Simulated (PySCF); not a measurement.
# Hartree-Fock beside MP2: AlBFH2O anion

Calculated results; nothing here was measured. They come from PySCF 2.14.0, an open-source quantum chemistry program, on an isolated molecule that a program drew, which may never have been made. The molecule is AlBFH2O anion (charge -1, singlet), drawn as the SMILES string `[BH2][Al]([O-])[F]`.

The geometry was optimised and harmonic frequencies were computed with HF and MP2, all in the aug-cc-pV(D+d)Z basis, for the commonest isotopes, with a restricted reference for singlets and an unrestricted one otherwise, and a frozen core in MP2. Each result is a local minimum of its method.

Geometry at the HF minimum:
```xyz
6
AlBFH2O anion, angstrom
B     1.2333   -2.2070   -0.4532
Al   -0.3637   -1.2021    0.6168
O    -0.5061    0.3919    0.8432
F    -1.4150   -2.4180    1.1582
H     1.2183   -2.4391   -1.6461
H     2.2691   -2.5830    0.0598
```

Lengths of the bonds as drawn, in Å (atoms numbered as above):
| bond | HF | MP2 |
|---|---|---|
| B1-Al2 | 2.169 | 2.158 |
| Al2-O3 | 1.616 | 1.671 |
| Al2-F4 | 1.696 | 1.731 |
| B1-H5 | 1.215 | 1.219 |
| B1-H6 | 1.215 | 1.219 |

Rotational constants, in GHz:
```
constant,HF,MP2
A,6.594,6.171
B,5.593,5.618
C,3.102,3.012
```

Harmonic frequencies in cm^-1, each column in rising order, so a row needn't be the same motion in every method:
| rank | HF | MP2 |
|---|---|---|
| 1 | 150 | 124 |
| 2 | 177 | 168 |
| 3 | 256 | 233 |
| 4 | 293 | 258 |
| 5 | 534 | 518 |
| 6 | 570 | 542 |
| 7 | 708 | ? |
| 8 | 890 | 846 |
| 9 | 1076 | 942 |
| 10 | 1253 | 1194 |
| 11 | 2540 | 2509 |
| 12 | 2569 | 2555 |

**Estimate the missing MP2 frequency from the HF column.**

A single factor s that minimises the squared misfit of MP2 against s times HF over the other rows is sum(HF x MP2) / sum(HF^2) = 0.9760, with an rms misfit of 40 cm^-1. For rank 7 it gives 0.9760 x 708 = 691 cm^-1. The calculation gives 657 cm^-1, 34 cm^-1 below the estimate. The drawn bonds are on average 1.1 % longer in MP2 than in HF.
